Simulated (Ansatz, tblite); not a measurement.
Cost and result up the ladder for `C=CCCCCCCCCCC` (36 atoms). Charge 0, multiplicity 1. Geometry: r2SCAN-D4/def2-SVP.

Ansatz on 4 threads of Intel Xeon on a shared host; xTB runs through tblite on one thread. Times are rough, summed over both states, and most runs start from the orbitals of an earlier one. PBE0-D4/def2-SVP serves as the yardstick here, not as an exact answer. The other state is a triplet.

The xTB rows come from tblite.

xTB has no spin-polarisation term.

```json
{"level": "GFN2-xTB", "functions": "72", "wall time": "0.099 s", "vertical triplet (eV)": "5.24", "difference from PBE0-D4/def2-SVP (eV)": "0.98"}
{"level": "GFN1-xTB", "functions": "96", "wall time": "0.18 s", "vertical triplet (eV)": "5.19", "difference from PBE0-D4/def2-SVP (eV)": "0.93"}
{"level": "PBE-D4/def2-SVP", "functions": "288", "wall time": "28 s", "vertical triplet (eV)": "4.44", "difference from PBE0-D4/def2-SVP (eV)": "0.18"}
{"level": "PBE0-D4/def2-SVP", "functions": "288", "wall time": "62 s", "vertical triplet (eV)": "4.26", "difference from PBE0-D4/def2-SVP (eV)": "0.00"}
```
